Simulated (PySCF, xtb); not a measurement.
C5H4F2O, SMILES O=C1C=C(F)C[C@H]1F. One conformer was computed; it need not be the lowest.

Harmonic wavenumbers (cm⁻¹) from xtb with GFN2-xTB at its own minimum, in rising order: 52, 158, 251, 329, 390, 457, 512, 545, 598, 691, 816, 833, 918, 937, 1029, 1070, 1102, 1131, 1165, 1185, 1219, 1271, 1307, 1423, 1664, 1795, 2931, 2974, 2992, 3160.

Problem. What does PBE-D3(BJ)/def2-SVP (PySCF) give at its own minimum? (An estimate is asked for; the answer gives what the named calculation found.)

Solution. 76, 160, 256, 332, 413, 476, 511, 544, 590, 688, 792, 847, 897, 928, 1016, 1083, 1110, 1142, 1177, 1211, 1233, 1324, 1346, 1387, 1654, 1795, 2964, 2989, 3046, 3185. Paired by order, the mean absolute difference is 17 cm⁻¹ and the zero-point energies are 49.9 and 50.3 kcal/mol.
